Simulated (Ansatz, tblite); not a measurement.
Removing and adding an electron: dibenzo[a,e]pentalene, `C1=C2C(=Cc3ccccc32)c2ccccc21`. The state is a singlet with charge 0. Geometry: PBE-D4/def2-SVP. Ansatz, gas phase; energy differences of separate SCF runs; the oxidised species was run as a doublet alone; the reduced species was run as a doublet alone.

```xyz
26

C    -0.9796   -1.3814    0.4765
C    -0.3997   -0.4830   -0.3849
C     0.3994    0.4832    0.3849
C     0.9801    1.3809   -0.4766
C     0.5754    1.0277   -1.8492
C     0.8905    1.6200   -3.0756
C     0.3550    1.0656   -4.2591
C    -0.4795   -0.0605   -4.2094
C    -0.8043   -0.6671   -2.9748
C    -0.2807   -0.1275   -1.7998
C     0.2805    0.1277    1.7998
C     0.8035    0.6677    2.9749
C     0.4788    0.0610    4.2094
C    -0.3548   -1.0657    4.2591
C    -0.8897   -1.6206    3.0756
C    -0.5749   -1.0281    1.8491
H    -1.6350   -2.2265    0.2226
H     1.6360    2.2256   -0.2227
H     1.5450    2.5041   -3.1212
H     0.5958    1.5230   -5.2307
H    -0.8872   -0.4780   -5.1424
H    -1.4601   -1.5505   -2.9455
H     1.4585    1.5517    2.9457
H     0.8859    0.4790    5.1425
H    -0.5954   -1.5233    5.2306
H    -1.5436   -2.5052    3.1210
```

The xTB rows come from tblite.

```json
{"level": "GFN1-xTB", "−HOMO (eV)": "10.89", "vertical IE (eV)": "13.06", "−LUMO (eV)": "9.19", "vertical EA (eV)": "6.96", "HOMO–LUMO gap (eV)": "1.70", "IE − EA (eV)": "6.10", "remarks": "–"}
{"level": "GFN2-xTB", "−HOMO (eV)": "9.94", "vertical IE (eV)": "12.16", "−LUMO (eV)": "8.25", "vertical EA (eV)": "5.96", "HOMO–LUMO gap (eV)": "1.69", "IE − EA (eV)": "6.21", "remarks": "–"}
{"level": "PBE-D4/def2-SVP", "−HOMO (eV)": "5.03", "vertical IE (eV)": "7.16", "−LUMO (eV)": "3.24", "vertical EA (eV)": "1.19", "HOMO–LUMO gap (eV)": "1.79", "IE − EA (eV)": "5.97", "remarks": "HOMO above zero (-1 doublet)"}
{"level": "PBE0-D4/def2-SVP", "−HOMO (eV)": "5.89", "vertical IE (eV)": "7.35", "−LUMO (eV)": "2.59", "vertical EA (eV)": "1.23", "HOMO–LUMO gap (eV)": "3.31", "IE − EA (eV)": "6.12", "remarks": "HOMO above zero (-1 doublet)"}
```

Relaxing the oxidised species (PBE-D4/def2-SVP) changes its energy by -0.11 eV at PBE-D4/def2-SVP, so the adiabatic ionisation energy to this nearest minimum is 7.06 eV. At PBE0-D4/def2-SVP it is 7.25 eV.  Relaxing the reduced species (PBE-D4/def2-SVP) changes its energy by -0.13 eV at PBE-D4/def2-SVP, so the adiabatic electron affinity to this nearest minimum is 1.33 eV. At PBE0-D4/def2-SVP it is 1.32 eV. The highest occupied level of the relaxed charge -1 doublet lies above zero (up to 0.69 eV). By energy differences its removal costs 1.33 eV (each at its own geometry, to the charge 0 singlet, at PBE-D4/def2-SVP); self-interaction error and the lack of diffuse functions both raise the level.     A HOMO above zero means that the electron is unbound at that level or that self-interaction error raises the level; the energy of removing that electron tells which. Raw xTB energy differences between charge states are shifted by several eV; the methods need an empirical correction for them. Sets without diffuse functions give affinities that are too small.
